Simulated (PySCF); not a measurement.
Spin states and ions at one geometry of [Hf(NH3)6]4+

PySCF 2.14.0, RKS PBE, Hf def2-SVP with ECP60, N def2-SVP, H def2-SVP; non-relativistic Hamiltonian with scalar-relativistic core potentials where named; density fitting; no spin-orbit coupling; singlets restricted, open shells unrestricted. The geometry is relaxed for charge +4, singlet, vacuum:

```xyz
25

Hf    0.0000    0.0000    0.0000
N     1.8191    0.0834    1.4628
H     1.5948    0.0724    2.4832
H     2.5077   -0.7009    1.3856
H     2.4312    0.9290    1.3868
N    -0.9818    1.5337    1.4628
H    -0.8601    1.3450    2.4832
H    -0.6468    2.5222    1.3856
H    -2.0202    1.6410    1.3868
N    -0.8373   -1.6171    1.4628
H    -0.7347   -1.4174    2.4832
H    -1.8609   -1.8213    1.3856
H    -0.4110   -2.5700    1.3868
N     1.8191    0.0834   -1.4628
H     2.5077   -0.7009   -1.3856
H     1.5948    0.0724   -2.4832
H     2.4312    0.9290   -1.3868
N    -0.9818    1.5337   -1.4628
H    -0.6468    2.5222   -1.3856
H    -0.8601    1.3450   -2.4832
H    -2.0202    1.6410   -1.3868
N    -0.8373   -1.6171   -1.4628
H    -1.8609   -1.8213   -1.3856
H    -0.7347   -1.4174   -2.4832
H    -0.4110   -2.5700   -1.3868
```

Energies count from the relaxed state; an electron taken off or put on is at rest in vacuum. Charges and spins are Mulliken's.

Question: Order these states by energy, lowest first.
A. charge +3, doublet, vacuum
B. charge +5, doublet, vacuum
C. charge +4, triplet, vacuum
D. charge +4, singlet, vacuum

Answer: A (-17.43 eV), D (0.00 eV), C (5.42 eV), B (28.19 eV).

Question: How do charge and spin on the first atom follow?

Answer: 
```
                     state  spin squared  charge on Hf1 (e)  spin on Hf1 (e)  dipole about the centre of mass (D)
charge +4, singlet, vacuum          0.00               1.25             0.00                                 0.00
charge +4, triplet, vacuum          2.00               0.84             1.02                                 0.00
charge +5, doublet, vacuum          0.75               1.20            -0.05                                 0.00
charge +3, doublet, vacuum          0.75               0.87             1.05                                 0.00
```

With an electron taken off (doublet) the charges change, summed by element, by Hf -0.05 e, N +0.34 e, H +0.71 e. The vertical ionisation energy is 28.19 eV, against −ε(HOMO) = 25.66 eV of the relaxed state. The level lies 2.5 eV too high, as is usual for semilocal functionals and global hybrids, which keep a self-interaction error.

With an electron put on (doublet) the charges change, summed by element, by Hf -0.38 e, N +0.11 e, H -0.74 e. The vertical electron affinity is 17.43 eV, against −ε(LUMO) = 20.37 eV of the relaxed state.

Open shells may have lower solutions than those found.
